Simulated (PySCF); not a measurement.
## Computed structure and properties of [Lu(OH)4]−

System: [Lu(OH)4]− (singlet in the valence; each metal's 4f electrons, 14 of them, lie in its core potential, out of spins and levels); start: displaced along the imaginary mode (C1). Method: PySCF 2.14.0, RKS PBE, Lu lcecp-1-SVP with ECP60, O def2-SVP, H def2-SVP; non-relativistic Hamiltonian with scalar-relativistic core potentials where named; density fitting; no spin-orbit coupling.

Input of the relaxation:

```python
mol = gto.M(atom='''
Lu    -0.01012     0.00300     0.00007
O      1.18053     1.27116     1.18683
H      2.14337     1.35066     1.03258
O     -1.11891    -1.31615     1.20156
H     -2.05029    -1.60226     1.13853
O      1.30694    -1.13897    -1.18568
H      1.60224    -2.04394    -0.88135
O     -1.27998     1.16025    -1.20307
H     -1.34388     2.15092    -1.29585''',
    basis={'Lu': 'lcecp-1-SVP', 'O': 'def2-SVP', 'H': 'def2-SVP'},
    ecp={'Lu': 'lcecp-1-SVP'},
    charge=-1, spin=0)
mf = dft.RKS(mol, xc='PBE')
mf.grids.atom_grid = (50, 194)  # f atoms: unpruned, at least (60, 302)
mf = mf.density_fit()  # fitting sets: Lu AutoAux, O def2-universal-JKFIT, H def2-universal-JKFIT
mf.conv_tol = 1e-08; mf.max_cycle = 55
mf.kernel(dm0)  # dm0: converged density of the start geometry
# quasi-Newton relaxation in Cartesian coordinates to a largest gradient under 0.00045 Eh/bohr, steps kept in the point group
```

Run from Python with OMP_NUM_THREADS=2; the lines above give its settings. Where DIIS fails, smearing, a level shift and second-order steps follow.
It took 25 s on 2 threads of Arm Neoverse V1 (shared host), from the converged density of the start.

Course of the relaxation:

| step | energy above end (eV) | largest force component within the symmetry (eV/Å) |
| --- | --- | --- |
| 0 | 0.0375 | 1.239 |
| 1 | 0.0008 | 0.170 |
| 2 | 0.0002 | 0.020 |
| 3 | 0.0001 | 0.015 |
| 4 | 0.0000 | 0.013 |

Relaxed geometry (C1):

```xyz
9

Lu   -0.0104    0.0056    0.0038
O     1.1856    1.2653    1.1921
H     2.1386    1.3602    1.0289
O    -1.1224   -1.3090    1.2059
H    -2.0406   -1.6121    1.1328
O     1.3101   -1.1398   -1.1730
H     1.5766   -2.0319   -0.8941
O    -1.2716    1.1667   -1.2048
H    -1.3359    2.1298   -1.2979
```

```
    contact      Å
Lu1–O2 (OH)  2.105
Lu1–O4 (OH)  2.100
Lu1–O6 (OH)  2.107
Lu1–O8 (OH)  2.098
```

On the finer grid (75, 302):

* HOMO: -0.92 eV
* LUMO: 3.42 eV
* Dipole about the centre of mass: 0.12 D
* Set of Mulliken populations of Lu1 outside the core potential: s 2.32, p 6.59, d 1.61, f 0.07
* D3(BJ) dispersion energy (not in the energies): -0.130 eV

| atom | Mulliken (e) | Löwdin (e) | spin (e) |
| --- | --- | --- | --- |
| Lu1 | 0.41 | -0.02 | 0.00 |
| O2 | -0.50 | -0.30 | 0.00 |
| H3 | 0.15 | 0.06 | 0.00 |
| O4 | -0.49 | -0.30 | 0.00 |
| H5 | 0.14 | 0.06 | 0.00 |
| O6 | -0.49 | -0.30 | 0.00 |
| H7 | 0.15 | 0.06 | 0.00 |
| O8 | -0.50 | -0.30 | 0.00 |
| H9 | 0.14 | 0.06 | 0.00 |

The 4f levels lie in the core potential and are missing.

On the grid (50, 194), as all that follows. Harmonic modes: 1 unstable but soft, so probably a saddle point, though modes this soft are near the noise (counted below −25 cm⁻¹); lowest -51 cm⁻¹ (negative: unstable), highest 3800 cm⁻¹, zero-point energy 1.212 eV.

Taking off one OH (charge -1, singlet; the rest: singlet) in vacuum, both parts rigid, costs 6.24 eV; the small basis without counterpoise inflates it.

Rigid scan of OH along the line from its metal:

distance to O2 (Å), energy (eV) and a bar:
```
     1.80      1.024 ##########
     1.90      0.387 ####
     2.00      0.083 #
     2.10      0.000 
     2.20      0.060 #
     2.30      0.210 ##
     2.50      0.648 ######
     2.80      1.387 ##############
     3.20      2.257 ######################
     3.70      3.052 ##############################
```

One start shape was tried, so this needn't be the lowest isomer.

An lcecp potential fixes the number of 4f electrons, so in runs with it no electron can move into or out of that shell.
